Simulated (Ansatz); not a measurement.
Reaction (redistribution): `N[SiH](O)[Si](N)(Cl)Cl` + `N[SiH](S)Cl` → `N[SiH](O)S` + `N[SiH](Cl)[Si](N)(Cl)Cl`

Gas-phase electronic energies from Ansatz, PBE0-D4/def2-TZVP geometries. CCSD(T)/CBS is the MP2 limit (def2-TZVPP, def2-QZVPP) plus CCSD(T) − MP2 in def2-TZVPP, frozen cores. DFT in def2-TZVPP. Each species was taken in one conformer, which may not be the lowest.

`N[SiH](O)[Si](N)(Cl)Cl`:

```xyz
13

N     0.762    0.401   -1.736
Si    0.333   -0.933   -0.748
O     1.513   -1.996   -0.312
Si   -0.508    0.115    1.160
N    -1.778    1.178    0.804
Cl    1.183    1.060    1.957
Cl   -1.169   -1.131    2.650
H     0.911    0.284   -2.726
H     1.338    1.142   -1.368
H    -0.643   -1.741   -1.510
H     2.146   -1.707    0.348
H    -2.349    1.596    1.520
H    -1.740    1.731   -0.038
```

`N[SiH](S)Cl`:

Z-matrix (Å, degrees):
```
Si
S 1 2.123
Cl 1 2.069 2 107.8
N 1 1.694 2 105.5 3 124.8
H 1 1.477 2 115.1 3 -116.6
H 2 1.343 1 94.3 3 27.8
H 4 1.007 1 120.7 2 158.7
H 4 1.007 1 121.2 2 -50.3
```

`N[SiH](O)S`:

Z-matrix (Å, degrees):
```
Si
O 1 1.644
S 1 2.137 2 105.1
N 1 1.696 2 112.5 3 -119.7
H 1 1.483 2 110.7 3 120.7
H 2 0.959 1 117.6 3 -57.1
H 3 1.344 1 94.0 2 174.4
H 4 1.007 1 120.6 2 -81.2
H 4 1.007 1 120.9 2 68.7
```

`N[SiH](Cl)[Si](N)(Cl)Cl`:

```xyz
12

N     1.166    1.063   -1.715
Si    0.855   -0.336   -0.810
Cl   -0.297   -1.792   -1.767
Si   -0.446    0.263    1.028
N    -1.276   -1.082    1.626
Cl    0.643    1.050    2.575
Cl   -1.663    1.806    0.356
H     0.448    1.759   -1.843
H     1.854    1.084   -2.450
H     2.140   -1.001   -0.501
H    -1.687   -1.739    0.981
H    -1.737   -1.073    2.521
```

**Question.** Is it downhill or uphill in electronic energy at CCSD(T)/CBS, and by how much? (An estimate is asked.)

**Answer.** Computed: Downhill: ΔE = -2.0 kcal/mol.

**Question.** What do these levels give: B2PLYP, PBE, PBE0, CCSD/def2-TZVPP, SCS-MP2/def2-QZVPP, CCSD/CBS(def2)? (Estimate.)

**Answer.** Ansatz gave: B2PLYP -1.7, PBE -1.2, PBE0 -1.6, CCSD/def2-TZVPP -1.9, SCS-MP2/def2-QZVPP -1.9, CCSD/CBS(def2) -2.1 kcal/mol.

Largest T1 diagnostic among the species: 0.011.
